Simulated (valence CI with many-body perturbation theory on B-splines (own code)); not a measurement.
E1 line list for Sn18+

Computed by relativistic CI+MBPT: four valence electrons over a frozen Dirac-Fock core [Ar] 3d10, a basis of 11 s, 11 p, 9 d, 7 f, 5 g, 2 h, 1 i functions for each j, with the one-electron correlation potential Σ1 (screened to all orders), the two-electron term Σ2, the three-electron term Σ3, Breit, model QED; selected single and double excitations, second order for the rest (own B-spline code, finite nucleus).

No measured levels were compared; by estimate levels hold to about 250 cm⁻¹ or 0.2 % of their energy and the worst to 1 %, as in measured heavy ions of charge 2 to 7; those with d or f electrons hold less well.

Lines 101 to 150 of 225 in falling wavelength, among levels below 1220800 cm⁻¹, chosen from the strongest by gf and those to the six lowest levels. Wavelengths and rates use the calculated energies, so an error of 1000 cm⁻¹ moves a line at 177.0 Å by 0.18 % and its rate by three times that or more. Electric multipoles are in the length gauge, E1 and E2 with the static RPA response of the core. Weak lines are less certain than strong ones. Lines between different terms over intervals too small for the method are left out, as are lines whose strength nearly cancels. Where a level lies close to another of its J and parity, the split of strength between their lines is uncertain. The highest levels of a list are the least certain.

Names give the largest LS component (configuration and term), which can be under half, so a name can repeat, a term be missing and a line seem to break the LS rules; names also repeat where a configuration has a term twice. Letters in brackets count levels of one name in rising energy.

| λ vac (Å) | Upper | Lower | A (s⁻¹) | S (a.u.) |
| --- | --- | --- | --- | --- |
| 177.0 | 4s4p²4d ³P_1 [a] | 4s4p³ ¹D°_2 | 1.75e+10 | 1.44e-01 |
| 173.9 | 4s²4p4d ³F°_2 | 4s²4p² ¹D_2 | 1.52e+10 | 1.97e-01 |
| 173.5 | 4s4p²4d ⁵F_1 | 4s4p³ ⁵S°_2 | 5.51e+08 | 4.26e-03 |
| 172.0 | 4s4p²4d ³P_1 [a] | 4s4p³ ³P°_0 | 7.80e+09 | 5.87e-02 |
| 171.2 | 4p⁴ ³P_1 | 4s4p³ ⁵S°_2 | 5.58e+07 | 4.14e-04 |
| 170.7 | 4s²4p4d ³P°_1 | 4s²4p² ¹S_0 | 2.53e+08 | 1.86e-03 |
| 170.5 | 4s4p²4d ³P_2 [a] | 4s4p³ ³D°_3 | 1.55e+10 | 1.90e-01 |
| 170.2 | 4s4p²4d ⁵F_2 | 4s4p³ ⁵S°_2 | 3.00e+09 | 3.66e-02 |
| 169.4 | 4s4p³ ³S°_1 | 4s²4p² ³P_0 | 1.50e+10 | 1.08e-01 |
| 169.0 | 4s²4p4d ³F°_2 | 4s²4p² ³P_1 | 2.69e+09 | 3.21e-02 |
| 168.7 | 4p⁴ ¹D_2 | 4s4p³ ⁵S°_2 | 2.91e+09 | 3.45e-02 |
| 167.7 | 4s4p³ ¹P°_1 | 4s²4p² ¹D_2 | 5.71e+08 | 3.99e-03 |
| 167.5 | 4s4p²4d ³F_2 [a] | 4s4p³ ³D°_1 | 1.59e+10 | 1.85e-01 |
| 167.0 | 4s4p²4d ⁵P_3 | 4s4p³ ³D°_3 | 1.61e+10 | 2.58e-01 |
| 165.5 | 4s4p²4d ⁵P_2 | 4s4p³ ³D°_3 | 7.52e+09 | 8.42e-02 |
| 164.7 | 4s²4p4d ³F°_3 | 4s²4p² ¹D_2 | 2.18e+10 | 3.36e-01 |
| 164.7 | 4s4p²4d ³F_3 [a] | 4s4p³ ³D°_2 | 1.06e+10 | 1.63e-01 |
| 164.5 | 4s4p²4d ⁵F_3 [a] | 4s4p³ ⁵S°_2 | 1.20e+10 | 1.84e-01 |
| 163.9 | 4s4p²4d ³D_3 [b] | 4s4p³ ¹D°_2 | 2.10e+10 | 3.19e-01 |
| 163.8 | 4s4p²4d ³P_2 [a] | 4s4p³ ³D°_2 | 4.34e+10 | 4.71e-01 |
| 163.7 | 4s²4p4d ¹D°_2 | 4s²4p² ³P_2 | 2.02e+10 | 2.18e-01 |
| 163.2 | 4s4p³ ¹P°_1 | 4s²4p² ³P_1 | 2.06e+10 | 1.33e-01 |
| 162.8 | 4s4p²4d ³P_0 [a] | 4s4p³ ³P°_1 | 5.53e+10 | 1.18e-01 |
| 162.7 | 4s4p²4d ³D_1 [b] | 4s4p³ ¹D°_2 | 3.28e+10 | 2.09e-01 |
| 161.4 | 4s4p²4d ³P_1 [c] | 4s4p³ ³S°_1 | 1.81e+10 | 1.13e-01 |
| 160.8 | 4s4p²4d ³P_2 [b] | 4s4p³ ³S°_1 | 3.82e+10 | 3.92e-01 |
| 160.3 | 4s4p²4d ³F_4 [a] | 4s4p³ ³D°_3 | 1.18e+10 | 2.16e-01 |
| 160.0 | 4s4p²4d ³F_2 [b] | 4s4p³ ³D°_3 | 1.27e+10 | 1.28e-01 |
| 159.4 | 4s²4p4d ³D°_3 | 4s²4p² ³P_2 | 2.55e+10 | 3.57e-01 |
| 159.4 | 4s²4p4d ³P°_1 | 4s²4p² ³P_2 | 3.49e+10 | 2.09e-01 |
| 159.4 | 4s4p²4d ³D_2 [a] | 4s4p³ ¹D°_2 | 1.62e+10 | 1.62e-01 |
| 159.3 | 4s4p²4d ³P_2 [a] | 4s4p³ ³D°_1 | 1.76e+10 | 1.75e-01 |
| 158.6 | 4s²4p4d ³P°_2 [a] | 4s²4p² ¹D_2 | 5.07e+10 | 4.99e-01 |
| 158.5 | 4s4p²4d ³D_1 [b] | 4s4p³ ³P°_0 | 9.31e+09 | 5.48e-02 |
| 157.6 | 4s4p²4d ³F_3 [b] | 4s4p³ ¹D°_2 | 1.68e+10 | 2.27e-01 |
| 156.8 | 4s²4p4d ³P°_2 [b] | 4s²4p² ³P_2 | 1.17e+11 | 1.12e+00 |
| 156.8 | 4s4p²4d ³P_0 [b] | 4s4p³ ³P°_1 | 8.13e+10 | 1.55e-01 |
| 156.2 | 4s²4p4d ³D°_1 | 4s²4p² ¹D_2 | 3.35e+09 | 1.89e-02 |
| 156.0 | 4s4p²4d ⁵D_1 | 4s4p³ ⁵S°_2 | 2.57e+09 | 1.45e-02 |
| 155.9 | 4s4p²4d ³G_4 | 4s4p³ ³D°_3 | 3.71e+09 | 6.25e-02 |
| 155.7 | 4s4p²4d ³D_2 [b] | 4s4p³ ³P°_1 | 8.56e+10 | 7.98e-01 |
| 155.7 | 4s4p²4d ⁵D_2 | 4s4p³ ⁵S°_2 | 1.04e+10 | 9.73e-02 |
| 154.9 | 4s4p²4d ³D_1 [c] | 4s4p³ ³P°_0 | 5.34e+10 | 2.94e-01 |
| 154.8 | 4s4p²4d ³D_2 [c] | 4s4p³ ¹D°_2 | 3.56e+10 | 3.27e-01 |
| 154.7 | 4s4p²4d ⁵F_3 [b] | 4s4p³ ⁵S°_2 | 1.38e+10 | 1.76e-01 |
| 154.6 | 4s4p²4d ³D_3 [c] | 4s4p³ ¹D°_2 | 2.37e+10 | 3.02e-01 |
| 154.5 | 4s²4p4d ³P°_2 [a] | 4s²4p² ³P_1 | 8.78e+10 | 7.99e-01 |
| 154.5 | 4s4p²4d ³P_1 [b] | 4s4p³ ³P°_1 | 8.03e+10 | 4.38e-01 |
| 154.0 | 4s4p²4d ³F_2 [b] | 4s4p³ ³D°_2 | 6.44e+09 | 5.80e-02 |
| 153.5 | 4s²4p4d ¹P°_1 | 4s²4p² ¹S_0 | 1.69e+11 | 9.05e-01 |
